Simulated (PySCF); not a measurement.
Job for PySCF: R-B3LYP/LANL2DZ on BeH2Se (SMILES [BeH][SeH]), a point of a bond scan (R = 1.475 Å).

```python
from pyscf import gto, scf, dft, mp
from pyscf.data.elements import chemcore

mol = gto.M(
    atom='''
    Be   -0.68973544   -0.76066788   -1.41803736
    H    -1.20927000   -1.34114003   -2.49064135
    Se    0.09181580    0.16025393    0.22400564
    H     0.84647439   -1.06482192    0.54659910
    ''',
    basis='lanl2dz',
    ecp={'Se': 'lanl2dz'},
    charge=0, spin=0, verbose=3, max_memory=1800)
mf = dft.RKS(mol, xc='b3lyp')
mf.conv_tol = 1e-8
mf.max_cycle = 100
mf.kernel()
if not mf.converged:
    mf = mf.newton().run(mf.mo_coeff, mf.mo_occ)
```

Problem. Give the final energy of this run.

Solution. -25.1858 hartree.
